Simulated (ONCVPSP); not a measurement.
**Reading a pseudo-wave (Pd (Z = 46))**

Columns: radius, all-electron u(r) and pseudo u(r) of the 4p shell (level -74.33 eV) of palladium in the configuration [Ar] 3d10 4s2 4p6 4d8; PBEsol, non-relativistic, ONCV scheme, ONCVPSP 4.0.1.

```
r (bohr)  all-electron  pseudo
   0.070        0.3920  0.0077
   0.140        0.0475  0.0326
   0.210       -0.4272  0.0787
   0.280       -0.6036  0.1504
   0.350       -0.4895  0.2499
   0.420       -0.2088  0.3753
   0.490        0.1248  0.5192
   0.560        0.4401  0.6701
   0.630        0.7008  0.8141
   0.700        0.8948  0.9381
   0.770        1.0235  1.0320
   0.840        1.0942  1.0902
   0.910        1.1182  1.1126
   0.980        1.1063  1.1028
   1.050        1.0687  1.0673
   1.120        1.0136  1.0133
   1.190        0.9477  0.9476
   1.260        0.8760  0.8760
   1.330        0.8024  0.8024
   1.400        0.7295  0.7295
   1.470        0.6591  0.6591
   1.540        0.5925  0.5925
   1.610        0.5302  0.5302
   1.680        0.4727  0.4727
   1.750        0.4200  0.4200
   1.820        0.3721  0.3721
```

(1) How many radial nodes do the two functions have?

(2) At about which radius was the pseudo-wave matched?

(3) Is the pseudo-wave norm-conserving?

Answers

(1) The all-electron 4p function has n − l − 1 = 2; the pseudo-wave has 0, since the states of the same l below it are removed with the core.

(2) 1.25 bohr. The columns agree to 0.0005 from 1.12 bohr on; several derivatives are matched, so the curves merge somewhat inside the radius.

(3) Yes: the ONCV scheme keeps the norm inside the radius equal to the all-electron one, which fixes the energy derivative of the logarithmic derivative at the level.
